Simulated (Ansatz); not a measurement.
Coupled-cluster diagnostics for K3H3, Ansatz.

Geometry of the singlet (PBE-D4/def2-TZVP):

```xyz
6

K    -1.079   -0.417    0.723
K     0.777    0.810   -2.472
K    -3.584   -0.024   -2.926
H     1.441   -0.216    2.035
H     1.302   -0.435    2.756
H     1.143    0.282   -0.116
```

Correlated methods freeze 15 core orbitals; core or outer-core shells of K are correlated, in sets that lack core-valence functions. In the singlet, H4 and H5 lie 0.77 Å apart (atoms count from 1), so H2 has formed as a molecule. The geometry of the singlet was relaxed on an unsound state (restricted singlet, unstable towards broken spin symmetry at other levels and untested here). Another isomer (singlet) lies 0.30 eV lower at PBE0-D4/def2-TZVP; other spin states weren't run for this one.

(1) Estimate the CCSD(T) correlation energy, the shares of MP2 and (T), T1 and the reference's ⟨S²⟩ for: charge 0, singlet, own geometry in def2-TZVPP; and the rough time on 4 threads of Arm Neoverse V2 on a shared host.

Results:

(1) 
```json
{"state": "charge 0, singlet, own geometry", "basis": "def2-TZVPP", "correlation (eV)": "-16.825", "MP2 share (%)": "89.9", "(T) share (%)": "1.5", "T1": "0.012", "⟨S²⟩ (pure)": "0.00 (0.00)", "wall time": "13 s", "remarks": "restricted SCF unstable"}
```
Customary marks for T1 are 0.02 (closed shells), 0.045 (open shells) and about 0.05 (3d metals). T1 stays under 0.02 throughout.
